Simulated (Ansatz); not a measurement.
BFGa2H2, SMILES `[F][Ga]1[BH][GaH]1`, 6 atoms. Charge 0, multiplicity 1. Correlated methods include outer-core shells of Ga, which these sets cover unevenly. Scalar relativity is left out up to krypton. All runs use 2 threads of an Arm Neoverse V1 on a shared host. Correlated methods freeze the cores.

(1) How many basis functions does each run have, and how long does it take in Ansatz? RKS ωB97M-V/def2-SVP energy; RKS PBE0-D4/def2-TZVP relaxation (8 steps); RKS SPW92 (LDA)/def2-TZVPP energy; direct RPA on PBE orbitals/def2-TZVPP energy; RKS PBE0-D4/def2-QZVPP energy; RHF-MP2/def2-QZVPP energy; RKS ωB97M-V/def2-TZVPP energy and forces; RHF-CCSD(T)/def2-SVP energy; RKS PBE0-D4/def2-TZVP frequencies; RKS ωB97M-V/def2-QZVPP energy; RKS revPBE-D4/def2-TZVPP energy; RHF-CCSD(T)/def2-TZVPP energy. (An estimate is asked.)

Results:

(1) Ansatz gave: Other jobs shared the machine, so times are rough.

| level | job | functions | wall time | peak host memory (GiB) |
| --- | --- | --- | --- | --- |
| RKS SPW92 (LDA)/def2-TZVPP | energy | 186 | 1.7 s | 0.22 |
| RKS revPBE-D4/def2-TZVPP | energy | 186 | 3 s | 0.23 |
| direct RPA on PBE orbitals/def2-TZVPP | energy | 186 | 8.5 s | 0.4 |
| RKS ωB97M-V/def2-SVP | energy | 102 | 11 s | 0.32 |
| RHF-CCSD(T)/def2-SVP | energy | 102 | 12 s | 0.39 |
| RKS PBE0-D4/def2-QZVPP | energy | 352 | 15 s | 1.1 |
| RKS ωB97M-V/def2-TZVPP | energy and forces | 186 | 23 s | 0.66 |
| RHF-MP2/def2-QZVPP | energy | 352 | 32 s | 1.5 |
| RKS ωB97M-V/def2-QZVPP | energy | 352 | 36 s | 1.3 |
| RKS PBE0-D4/def2-TZVP | relaxation (8 steps) | 170 | 50 s | 0.48 |
| RHF-CCSD(T)/def2-TZVPP | energy | 186 | 2.3 min | 1.9 |
| RKS PBE0-D4/def2-TZVP | frequencies | 170 | 2.5 min | 0.47 |
